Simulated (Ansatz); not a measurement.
Reaction (ligand exchange at the Si–C bond): `BC([SiH3])BCl` + `C[S][Mg][OH]` → `C[S][Mg][O][SiH3]` + `BCBCl`

Gas-phase electronic energies from Ansatz, PBE0-D4/def2-TZVP geometries. CBS: MP2 limit from def2 TZ/QZ plus the TZ coupled-cluster correction, frozen cores. Functionals use def2-TZVPP. For Mg outer-core shells are correlated without core-valence functions, which leaves a few kJ/mol of doubt a bond. Each species was taken in one conformer, which may not be the lowest.

```csv
species,ωB97X-V energy (Eh)
`BC([SiH3])BCl`,-841.65288
`C[S][Mg][OH]`,-714.01510
`C[S][Mg][O][SiH3]`,-1004.71919
`BCBCl`,-550.98466
```

Task: Work out ΔE.

Result: ΔE = (-1004.71919) + (-550.98466) − (-841.65288) − (-714.01510) = -0.03587 Eh = -94.2 kJ/mol. CCSD(T)/CBS gives -94.1 kJ/mol.

Largest T1 diagnostic among the species: 0.012.

In def2-TZVPP, CCSD(T) changes the Hartree–Fock value by +38.7 kJ/mol (the triples alone add +5.7 kJ/mol) and MP2 by +42.1 kJ/mol. From PBE to PBE0 (25 % exact exchange), in def2-TZVPP and without D4, ΔE moves by −5.9 kJ/mol. The D4 term adds +8.7 kJ/mol with B3LYP and +4.7 kJ/mol with PBE0; it sums over pairs of atoms, weighted by their polarisabilities, and B3LYP, whose exchange is more repulsive, gets the larger term.

B3LYP here is the variant with VWN-RPA as its local correlation; programs differ in this.
